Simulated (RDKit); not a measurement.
Input for RDKit: UFF on SiF4 (SMILES F[Si](F)(F)F).

```python
from rdkit import Chem
from rdkit.Chem import AllChem, rdDetermineBonds

blocks = [
'''5

F     1.53651326   -0.16189968    0.26371633
Si    0.00001548   -0.00000038   -0.00000009
F    -0.31042301    1.48778850   -0.38300349
F    -0.79554435   -0.38300922    1.29497706
F    -0.43046139   -0.94287921   -1.17568980
''',
]
mol = None
for b in blocks:
    f = Chem.MolFromXYZBlock(b)
    rdDetermineBonds.DetermineBonds(f, charge=0)
    mol = f if mol is None else Chem.CombineMols(mol, f)
Chem.SanitizeMol(mol)
print(Chem.MolToSmiles(Chem.RemoveHs(mol)))
ff = AllChem.UFFGetMoleculeForceField(mol, vdwThresh=100.0, ignoreInterfragInteractions=False)
e = ff.CalcEnergy()
print(f'UFF energy {e:.6f} kcal/mol')
```

The log:

```
F[Si](F)(F)F
UFF energy 15.783775 kcal/mol
```

The run finished.

Cost: very roughly 0.04 core-seconds.
